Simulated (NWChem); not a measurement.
## Total energies of bromine (Br₂)

```
Br
Br 1 2.2983
```
Charge 0, spin multiplicity 1.

Program: NWChem. All single points use one geometry, from PBE0/def2-SVP, a minimum by its harmonic frequencies.

Basis set: def2-SVP (64 functions).

| method | total energy (Ha) |
|---|---|
| RHF | -5144.18499 |
| MP2 | -5144.64434 |
| B2PLYP | -5146.87521 |
| PBE | -5146.90362 |
| B3LYP | -5147.72838 |
| M06-2X | -5147.75250 |
| CCSD(T) | -5144.66041 |

Total energies of different functionals aren't comparable as a measure of quality: only differences taken within one method are. 

The Hamiltonian is non-relativistic. The correlated methods keep 18 core orbitals frozen. B3LYP has NWChem's definition, with VWN1-RPA local correlation. Coupled-cluster values serve here as a point of comparison, not as the truth.
